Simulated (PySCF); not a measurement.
## Nb: ionisation energy

Nb [Kr] 4d4 5s1 (6D) → Nb⁺ [Kr] 4d4 (5D), as a difference of total energies. Computed with PySCF 2.14 in cc-pVTZ-PP with ECP28MDF, with scalar relativity through the core potential. Correlated levels: valence: 4s2 4p6 frozen. The calculations carry no spin-orbit coupling.

**Question.** Order these methods by the ionisation energy they give, lowest first.
A. SCS-MP2 (valence)
B. UHF
C. MP2 (valence)
D. BP86

**Answer.** B (5.985 eV), A (6.135 eV), C (6.435 eV), D (7.341 eV).

Errors of the correlated levels include the incompleteness of this basis and the frozen core.

For comparison: 6.776 eV (measured; NIST levels, between the centres of gravity of the two terms).
